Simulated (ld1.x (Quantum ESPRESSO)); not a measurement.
**cadmium, TM: configuration errors across variants**

```json
{
 "Element": "Cd",
 "Generator": "ld1.x (Quantum ESPRESSO) 7.5",
 "Type": "norm-conserving Troullier–Martins (Kleinman–Bylander form)",
 "Functional": "PBEsol",
 "Relativity": "scalar-relativistic",
 "Frozen core": "[Ar] 3d10 4s2",
 "Valence charge": "18",
 "Reference configuration": "4p6 4d9 5s0 5p0 (charge +3)",
 "Partial waves": "5s (bound, empty): rc 2.00 bohr; 4d (bound): rc 1.05 bohr; 4p (bound): rc 1.60 bohr",
 "Local potential": "the p channel",
 "Core correction": "none"
}
```

All-electron excitation energies from the reference (eV): (1) 4p6 4d10 5s2 5p0 -64.402; (2) 4p6 4d10 5s1 5p0 -55.094; (3) 4p6 4d10 5s0 5p0 -37.998; (4) 4p6 4d10 5s1.5 5p0 -60.671; (5) 4p6 4d10 5s0 5p1 -49.245; (6) 4p6 4d9 5s2 5p1 -51.756; (7) 4p5 4d10 5s2 5p0 9.726.

1 further variants failed, have other tests or too few solved ones, and are left out.

A true bound ghost makes a file unfit for plane-wave use even where its test errors are small: the radial tests pick states by their node count and pass the ghost by.

Errors AE − PS in meV (a dash: test not solved or not reliable):

```csv
change,(1),(2),(3),(4),(5),(6),(7),bound ghosts
base,+101,+72,+21,+89,+316,+257,-190,s
"all radii scaled by about 0.87 (s 1.74, p 1.40, d 0.92 bohr)",+39,+35,+12,+38,+188,+152,-129,s
"all radii scaled by about 1.12 (s 2.24, p 1.80, d 1.18 bohr)",+104,+75,+23,+92,+348,+282,-195,s
"all radii scaled by about 1.23 (s 2.46, p 1.98, d 1.30 bohr)",+71,+51,+17,+62,+249,+199,-178,s
```

(1) Give the same row for: all radii scaled by about 1.38 (s 2.76, p 2.22, d 1.46 bohr).

Results:

(1) -48, -32, -12, -41, -177, -155, -146; bound ghosts: s.
